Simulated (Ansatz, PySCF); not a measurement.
Constitutional and geometric isomers with formula CH3B3. Isolated molecules, 0 K electronic values unless said otherwise. One relaxed conformer stands for each flexible species; it need not be the lowest. Strings in code marks are SMILES.

Quantity: vertical ionisation energy (energy after one electron is removed minus that of the parent at the parent's geometry), in eV. The restricted reference of `B1B2CB12` and `BC1=BB1` is unstable towards unrestricted orbitals.

Level 1: frozen-core MP2/cc-pVTZ // PBE0-D3(BJ)/def2-TZVP (Ansatz, a program for electronic structure)
Level 2: PBE/6-31G* // PBE0-D3(BJ)/def2-TZVP (PySCF)
Level 3: minus the HOMO energy of PBE-D3(BJ)/def2-TZVP // PBE0-D3(BJ)/def2-TZVP (PySCF)
Level 4: minus the HOMO energy of PBE0-D3(BJ)/def2-TZVP (PySCF)

```csv
species,level 1,level 2,level 3,level 4
`B=C=BB`,9.81,9.44,6.51,7.45
`BC1=BB1`,10.46,9.82,6.87,7.99
`B1B2CB12`,9.17,8.80,5.77,6.72
```
